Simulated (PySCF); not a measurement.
Ga(H)2(OMe) (CH5GaO), SMILES C[O][GaH2]. Geometry optimised at B3LYP-D3(BJ)/def2-SVP.

Computed equilibrium geometry at B3LYP-D3(BJ)/def2-SVP (PySCF confirms it by a frequency run) as Cartesian coordinates in Å, and its point group:
point group Cs.
```xyz
8

Ga     0.0502    -0.7785     0.0000
H     -1.0835    -1.8482     0.0000
H      1.6111    -0.9408     0.0000
O     -0.5682     0.9022     0.0000
C      0.2035     2.0743     0.0000
H      1.2958     1.8836     0.0000
H     -0.0276     2.6877     0.8908
H     -0.0276     2.6877    -0.8908
```
Charge 0, spin multiplicity 1.
